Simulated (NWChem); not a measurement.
# BHOCl$_{2}$; SMILES ClB(O)Cl

```xyz
5

B      0.3747     0.0315     0.0000
Cl    -0.4738    -1.5177     0.0000
Cl    -0.5386     1.5247     0.0000
O      1.7117     0.0926     0.0000
H      2.1328    -0.7747     0.0000
```
Atoms are numbered in this order, from 1.

All runs: NWChem. All runs use the structure optimised with PBE0/def2-SVP. Vzz is the largest principal value of the second derivative of the potential at the nucleus (NWChem prints the opposite sign); η is the asymmetry. Non-relativistic.

| level | Vzz B1 (a.u.) | η B1 | Vzz Cl2 (a.u.) | η Cl2 | Vzz Cl3 (a.u.) | η Cl3 | Vzz O4 (a.u.) | η O4 |
|---|---|---|---|---|---|---|---|---|
| CAM-B3LYP/cc-pVTZ | 0.287 | 0.50 | 2.136 | 0.36 | 2.199 | 0.43 | 1.238 | 0.05 |
| CAM-B3LYP/def2-TZVP | 0.289 | 0.48 | [?] | 0.37 | [?] | 0.44 | 1.241 | 0.05 |
| PBE/def2-SVP | 0.208 | 0.57 | 2.042 | 0.36 | 2.109 | 0.43 | 1.246 | 0.07 |
| PBE/cc-pVTZ | 0.239 | 0.58 | 2.040 | 0.39 | 2.106 | 0.46 | 1.201 | 0.04 |

Q: Some entries are withheld; supply them.

A: 
- CAM-B3LYP/def2-TZVP, Vzz Cl2 (a.u.): 2.303
- CAM-B3LYP/def2-TZVP, Vzz Cl3 (a.u.): 2.371
